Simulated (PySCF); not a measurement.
CH₅ClFNSi. Atoms are numbered in the order given.

```xyz
10

C      1.7291     0.8618     0.4374
Si     0.1082     0.2504    -0.2045
N     -1.0730     1.4777    -0.2467
F      0.3892    -0.4263    -1.6602
Cl    -0.6578    -1.2824     0.9512
H      1.6335     1.2277     1.4706
H      2.1097     1.6861    -0.1880
H      2.4793     0.0565     0.4198
H     -2.0585     1.2526    -0.3383
H     -0.8619     2.3943    -0.6285
```

Geometry: r2SCAN-D4/def2-SVP. The structure was generated by enumeration; whether it is a known compound was not checked. Other conformers were not sampled.

Method: r2SCAN-D4/def2-SVP (PySCF).

Frequencies are harmonic and unscaled.

Computed vibrational spectrum:
```
mode  ν (cm⁻¹)  IR (km/mol)  Raman (Å⁴/amu)  depolarisation   moving atoms (share of kinetic energy)
----  --------  -----------  --------------  --------------  ---------------------------------------
1          136          2.7             0.3            0.73                                   H 90 %
2          145         10.4             1.0            0.74                   H 63 %, F 14 %, N 11 %
3          171          2.5             1.6            0.73   C 30 %, H 25 %, Cl 21 %, F 12 %, N 8 %
4          249          9.5             0.7            0.74  H 39 %, F 17 %, C 16 %, N 15 %, Si 13 %
5          272         31.1             2.6            0.65  H 41 %, Cl 17 %, F 15 %, N 15 %, Si 9 %
6          274          2.3             0.6            0.75         F 34 %, H 28 %, Cl 20 %, Si 12 %
7          312         42.8             3.3            0.74   H 37 %, F 18 %, Si 17 %, N 15 %, C 9 %
8          363        152.7             0.5            0.29                           H 47 %, N 37 %
9          522         63.2             7.6            0.07                  Cl 42 %, Si 31 %, H 9 %
10         699         21.3             6.3            0.14                  H 42 %, C 31 %, Si 14 %
11         734          8.5             3.5            0.20                   H 62 %, C 17 %, N 12 %
12         784         11.1             1.2            0.75                    H 64 %, C 22 %, F 9 %
13         858        188.6             0.8            0.27           H 57 %, Si 21 %, N 11 %, C 9 %
14         874        151.6             1.1            0.41          Si 42 %, F 24 %, N 15 %, H 14 %
15         948        185.6             1.9            0.43          Si 48 %, N 24 %, F 14 %, H 11 %
16        1269         45.4             0.9            0.56                           H 76 %, C 23 %
17        1423          6.0            12.7            0.75                                   H 96 %
18        1426          3.5            11.5            0.74                                   H 96 %
19        1534         67.9             5.2            0.69                           H 89 %, N 11 %
20        3043          0.7           136.1            0.01                                   H 97 %
21        3146          1.7            87.3            0.75                            H 91 %, C 9 %
22        3163          0.6            69.9            0.75                            H 91 %, C 9 %
23        3585         41.8           134.3            0.12                                   H 96 %
24        3687         46.0            82.9            0.75                            H 91 %, N 9 %
```
